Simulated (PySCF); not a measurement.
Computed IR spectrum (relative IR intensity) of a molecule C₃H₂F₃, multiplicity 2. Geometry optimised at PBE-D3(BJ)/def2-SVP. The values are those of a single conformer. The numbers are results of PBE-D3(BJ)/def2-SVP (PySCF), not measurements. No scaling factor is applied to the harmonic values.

ν (cm⁻¹): 581 (w), 820 (m), 908 (m), 1132 (vs), 1145 (w), 1233 (w), 1332 (vs), 1470 (w), 1597 (vs), 3146 (vw), 3150 (vw) (against the strongest line: vs over 80 %, s over 45 %, m over 15 %, w over 4 %, vw less)

Task: Pick the molecule that these values belong to.
(A) C=C(F)[C](F)F
(B) [CH]=CC(F)(F)F
(C) C=[C]C(F)(F)F
(D) F/C=C/[C](F)F

Result: D, F/C=C/[C](F)F
